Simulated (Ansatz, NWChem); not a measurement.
CBrCl2F (bromodichlorofluoromethane): from total energies to a heat of formation

CBrCl2F has 5 atoms, charge 0, and is taken as a singlet. As SMILES, `FC(Cl)(Cl)Br`. The shape is that of a PBE0-D4/def2-TZVP optimisation.

Total energies at revPBE/cc-pVDZ (NWChem 7.3.0); the atoms run unrestricted:

| species | state | energy (Eh) |
| --- | --- | --- |
| CBrCl2F | singlet | -3632.035332 |
| F | doublet | -99.691018 |
| C | triplet | -37.838504 |
| Cl | doublet | -460.057282 |
| Br | doublet | -2573.862380 |

Harmonic wavenumbers at PBE0-D4/def2-TZVP, in cm⁻¹: 202, 216, 306, 340, 397, 513, 794, 840, 1118.

Measured heats of formation of the gaseous atoms at 298.15 K, in kJ/mol: F 79.4, C 716.9, Cl 121.3, Br 111.9. Spin-orbit lowering of the atoms at 298 K (mean of the ground term's levels less their thermal mean, from spectra), in kJ/mol: F 1.29, C 0.02, Cl 3.44, Br 14.69. Take 1 Eh = 2625.50 kJ/mol, 1 cm⁻¹ = 0.0119627 kJ/mol, RT = 2.479 kJ/mol.

Task: What heat of formation follows?

Result: 
1. Electronic atomisation energy: (-99.691018) + (-37.838504) + 2 × (-460.057282) + (-2573.862380) − (-3632.035332) = 0.528866 Eh = 1388.5 kJ/mol.
2. Zero-point energy: half the sum of the wavenumbers, 2363 cm⁻¹ = 28.3 kJ/mol.
3. Thermal vibrational enthalpy, Σ hcν̃/(exp(hcν̃/kT) − 1): 6.8 kJ/mol. Translation, rotation and pV of a non-linear molecule: 4 RT = 9.9 kJ/mol.
4. The 5 free atoms carry 5/2 RT each: 31.0 kJ/mol.
5. Spin-orbit coupling lowers the free atoms by 1.29 + 0.02 + 2 × 3.44 + 14.69 = 22.9 kJ/mol.
6. Atomisation enthalpy at 298 K: 1388.5 − 22.9 − 28.3 − 6.8 − 9.9 + 31.0 = 1351.6 kJ/mol.
7. Sum of the atoms' heats of formation: 1150.8 kJ/mol. Heat of formation: 1150.8 − 1351.6 = -200.8 kJ/mol.

The tabulated value is -240.0 kJ/mol (Active Thermochemical Tables), so this level is off by +39.2 kJ/mol, or 2.8 % of the atomisation enthalpy. Relativity is left out. Anharmonicity and any spin-orbit splitting of the molecule are left out.
